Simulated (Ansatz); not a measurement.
Cost and result up the ladder for Sr₅S₅ (10 atoms). Total charge 0; singlet. Geometry: r2SCAN-D4/def2-SVP.

```xyz
10

Sr    1.557    0.948   -0.464
Sr   -1.835    0.518    1.740
Sr   -0.999    2.454   -3.035
Sr   -0.897   -2.276   -0.824
Sr    1.178   -1.782    2.372
S    -1.585   -2.271    1.895
S     0.816    1.002    2.357
S    -1.559    0.510   -1.126
S     1.516    2.854   -2.555
S     1.809   -1.957   -0.358
```

Ansatz; hardware A = 2 threads of AMD EPYC 7R13 on a shared host and a share (18 GiB) of an NVIDIA H100 80GB HBM3; B = 2 threads of AMD EPYC 7R13 on a shared host. Times are rough, and most runs start from the orbitals of an earlier one. PBE0-D4/def2-TZVP serves as the yardstick here, not as an exact answer. Differences are given only for rows in sets of like size (and for xTB, whose basis is part of the method), since another set adds its own error. Binding counts from free atoms at the same level (Sr singlet, S triplet; other spins of the atoms weren't run), without zero-point energy or a counterpoise term.

In the def2 sets Sr takes a core potential; there is no spin–orbit coupling. LC-ωPBE has ω = 0.4 bohr⁻¹. HSE06 is defined as in plane-wave codes, on full-range PBE exchange. Correlated methods freeze 25 core orbitals; core or outer-core shells of Sr are correlated, in sets that lack core-valence functions. The rows differ in basis, and correlated rows in double-zeta sets carry the largest basis error. Another isomer (singlet) lies 0.40 eV lower at PBE0-D4/def2-TZVP; other spin states weren't run for this one.

Correlated methods converge slowly with the basis, most of all in double-zeta sets.

```csv
level,functions,wall time,binding energy per atom (eV),difference from PBE0-D4/def2-TZVP (eV)
PBE-D4/def2-TZVP (with forces) [A],350,2.5 s,3.58,0.03
PBE0-D4/def2-TZVP [A],350,2.6 s,3.54,0.00
HSE06-D4/def2-TZVP [A],350,2.8 s,3.54,0.00
r2SCAN-D4/def2-TZVP [A],350,3.1 s,3.71,0.17
LC-ωPBE/def2-TZVP [A],350,3.3 s,3.55,0.01
MP2/def2-SVP [B],205,11 s,3.31,–
```
